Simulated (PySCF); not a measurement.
## Molecular orbitals of HgBr

M06-L at R = 2.558 Å; Hg def2-TZVPP with ECP60, Br def2-TZVPP; scalar-relativistic core potentials (PySCF 2.14). State: ²Σ⁺ (doublet), unpaired electrons σ ↑. Only the outer orbitals are listed, counted within each symmetry, core potentials removing the inner ones.

| spin | orbital | occ. | ε (eV) | on Hg (%) | main shells (%) |
| --- | --- | --- | --- | --- | --- |
| α | 11σ | 1 | -9.07 | 51 | 48 Br p, 41 Hg s, 10 Hg d |
| α | 6π | 1 | -7.09 | 3 | 96 Br p |
| α | 6π | 1 | -7.09 | 3 | 96 Br p |
| α | 12σ | 1 | -6.04 | 67 | 53 Hg s, 32 Br p, 13 Hg p |
| α | 7π | 0 | -0.93 | 98 | 98 Hg p |
| α | 7π | 0 | -0.93 | 98 | 98 Hg p |
| α | 13σ | 0 | 0.47 | 97 | 90 Hg p |
| β | 11σ | 1 | -8.45 | 58 | 52 Hg s, 41 Br p |
| β | 6π | 1 | -6.88 | 4 | 96 Br p |
| β | 6π | 1 | -6.88 | 4 | 96 Br p |
| β | 12σ | 0 | -5.00 | 58 | 44 Hg s, 42 Br p, 12 Hg p |
| β | 7π | 0 | -0.77 | 98 | 98 Hg p |
| β | 7π | 0 | -0.77 | 98 | 98 Hg p |

Q: Which are the highest filled and the lowest empty level, where do they sit, and how wide is the gap?

A: Highest filled α 12σ at -6.04 eV (in %: 53 Hg s, 32 Br p, 13 Hg p); lowest empty β 12σ at -5.00 eV (in %: 44 Hg s, 42 Br p, 12 Hg p); the gap at M06-L is 1.04 eV.

```
bond order (Mayer)                               : 0.84
⟨S²⟩                                             : 0.755
charge on Hg (Mulliken, basis-dependent)         : 0.34
charge on Hg (Löwdin, basis-dependent)           : 0.11
dipole moment (positive dipole means Hg(−)Br(+)) : -2.55 D
```

Spin–orbit coupling is left out. The state was picked by a PBE0 search and need not be the measured ground state.
